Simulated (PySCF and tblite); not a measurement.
The numbers below are computed, except where a source is named.
C₄H₃BrF₄O, numbered as in [OH:1][C@@H:2]1[C@H:3]([Br:4])[C@:5]1([F:6])[C:7]([F:8])([F:9])[F:10].

Conformers came from 150 starts (ETKDG and KDG, MMFF94s, GFN2-xTB); geometries are GFN2-xTB. Free energies are B3LYP-D3(BJ)/def2-SVP single points with GFN2-xTB rigid-rotor and vibrational terms (modes under about 100 cm⁻¹ blended into free rotors). Symmetry numbers and mirror images are counted. Conformers within 2.5 kcal/mol (GFN2-xTB free energy) were kept, 4 at most. Run with PySCF (density fitting) and tblite.

Rotational constants are equilibrium values for the commonest isotopes; dipoles come from the energy level named.

Torsions listed: H1–O1–C2–C3.

```csv
conformer,shape,symmetry
1,22°,C1
2,152°,C1
```

(1) Give the rotational constants and dipole components, as needed to look for these species in a jet-cooled rotational spectrum.

(2) Which type of transition is strongest for conformer 1?

Answers

(1) 
| conformer | A (MHz) | B (MHz) | C (MHz) | abs μa (D) | abs μb (D) | abs μc (D) | κ | Ic−Ia−Ib (u Å²) |
| --- | --- | --- | --- | --- | --- | --- | --- | --- |
| 1 | 1387 | 720 | 650 | 1.49 | 0.84 | 0.52 | -0.81 | -288.8 |
| 2 | 1410 | 713 | 650 | 0.16 | 2.51 | 0.28 | -0.84 | -290.5 |

(2) a-type, since that component is clearly the largest; the top is near-prolate.


Conformer gaps in def2-SVP on xTB geometries can be 2 kcal/mol too large for S=O, P=O and other polar bonds.